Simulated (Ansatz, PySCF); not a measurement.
The pair A = HI (SMILES I) (first 2 atoms), B = CH6Si (SMILES C[SiH3]); geometry from B3LYP-D3(BJ)/def2-TZVP.
(charge 0, multiplicity 1):
```xyz
10

I     -0.548     1.279    -0.488
H     -0.814    -0.019     0.440
C     -0.166     1.043     3.783
Si     0.211    -0.718     3.266
H     -1.159     1.112     4.232
H     -0.135     1.714     2.923
H      0.563     1.394     4.515
H      0.164    -1.639     4.428
H      1.550    -0.813     2.637
H     -0.788    -1.191     2.272
```

Frozen-core correlation. Filled d and f shells under p-block atoms count as core. CBS: X⁻³ extrapolation of the correlation energy, Hartree–Fock from the larger set. MP2 and its Hartree–Fock in def2-TZVPPD are density fitted.

Programs: Ansatz (a first-principles code) with Gaussian orbitals; PySCF for the dispersion terms. Values without a source in brackets are computed. In def2 rows elements past Kr take small-core potentials, without spin–orbit coupling.

The monomers are drawn apart, rigid, along the line of their centres of mass. Counterpoise-corrected interaction energies (kcal/mol):

```json
[
 {"level": "PBE/def2-TZVPPD", "R = 5.082 Å": "-0.5425", "R = 5.952 Å": "-0.2064"},
 {"level": "PBE-D3(BJ)/def2-TZVPPD", "R = 5.082 Å": "-1.1771", "R = 5.952 Å": "-0.4616"},
 {"level": "wB97M-V/def2-TZVPPD", "R = 5.082 Å": "-0.8302", "R = 5.952 Å": "-0.3508"},
 {"level": "MP2/CBS(def2-SVPD, def2-TZVPPD) + ΔCCSD(T)/def2-SVPD", "R = 5.082 Å": "-0.8476", "R = 5.952 Å": "-0.3467"}
]
```

### Question
R is the distance of the centres of mass. Find the local exponent m of E ∝ R⁻ᵐ between the two points.

### Answer

m = ln(E₁/E₂)/ln(R₂/R₁): PBE/def2-TZVPPD 6.1; PBE-D3(BJ)/def2-TZVPPD 5.9; wB97M-V/def2-TZVPPD 5.5; MP2/CBS(def2-SVPD, def2-TZVPPD) + ΔCCSD(T)/def2-SVPD 5.7. For scale, two fixed dipoles give m = 3, dipole and quadrupole 4, quadrupoles 5, and dispersion or dipole-induced dipole 6 at long range; at these distances several terms mix, and what is left of overlap and damping shifts m, so it need not match one of them.
